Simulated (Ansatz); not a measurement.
`O=C[SiH2][Zn][OH]` and `O=C[SiH2][SiH2][SiH3]` differ in one atom or group.

Ansatz, PBE0-D4/def2-TZVP geometries, multiplicity 1. Each molecule was computed in one conformer, which needn't be the lowest.

Scalar relativity is left out up to krypton.

| property | `O=C[SiH2][Zn][OH]` |
| --- | --- |
| size of the dipole moment (B3LYP/def2-TZVPP) / D | 1.96 |
| LUMO energy (ωB97M-V/def2-TZVPP) / eV | 0.52 |
| HOMO–LUMO gap (ωB97M-V/def2-TZVPP) / eV | 9.98 |
| HOMO–LUMO gap (B3LYP/def2-TZVPP) / eV | 5.02 |
| LUMO energy (B3LYP/def2-TZVPP) / eV | -1.97 |
| HOMO energy (B3LYP/def2-TZVPP) / eV | -6.99 |

(1) Give the same properties after the change, and the shifts. (An estimate is asked.)

## Answers

(1) Ansatz gave: 
```csv
property,`O=C[SiH2][SiH2][SiH3]`,shift
size of the dipole moment (B3LYP/def2-TZVPP) / D,1.82,-0.14
LUMO energy (ωB97M-V/def2-TZVPP) / eV,0.49,-0.03
HOMO–LUMO gap (ωB97M-V/def2-TZVPP) / eV,9.92,-0.06
HOMO–LUMO gap (B3LYP/def2-TZVPP) / eV,4.96,-0.06
LUMO energy (B3LYP/def2-TZVPP) / eV,-2.01,-0.04
HOMO energy (B3LYP/def2-TZVPP) / eV,-6.97,0.02
```

Dipoles are sizes alone; their direction can turn.

B3LYP here is the variant with VWN-RPA as its local correlation; programs differ in this.
